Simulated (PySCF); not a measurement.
## Relaxation of doublet GaCl₂

Level of theory: PySCF, UPBE, basis Ga def2-TZVP, Cl def2-TZVP (no relativity, density fitting). A (50,194) grid was used.

A hand-made bent start, of C2v symmetry, held to at least that symmetry:

```xyz
3
charge 0 multiplicity 2, angstrom
Ga    0.0000    0.0000   -0.6442
Cl    1.8267    0.0000    0.6349
Cl   -1.8267    0.0000    0.6349
```

Optimiser trace:
```csv
step,E − E(last) (kJ/mol),largest gradient (Eh/bohr)
0,5.75,0.01642
1,1.38,0.00669
2,0.13,0.00121
3,0.02,0.00071
4,0.00,0.00013
5,0.00,0.00002
```

It ends at C2v with Ga–Cl 2.186 Å (×2); Cl–Ga–Cl 120.2° (after a last refinement on a finer grid). A frequency run shows a minimum.

Final geometry:
Coordinates in bohr (charge 0 multiplicity 2):
```
Ga    0.0000    0.0000   -1.0399
Cl    3.5803    0.0000    1.0197
Cl   -3.5803    0.0000    1.0197
```

The relaxation took 8.8 s on 4 threads of a shared Arm Neoverse V1 host, with 122 basis functions and 6 gradients; the process peaked at 0.55 GiB. Launch command: `OMP_NUM_THREADS=4 python axn.py task.json out`.
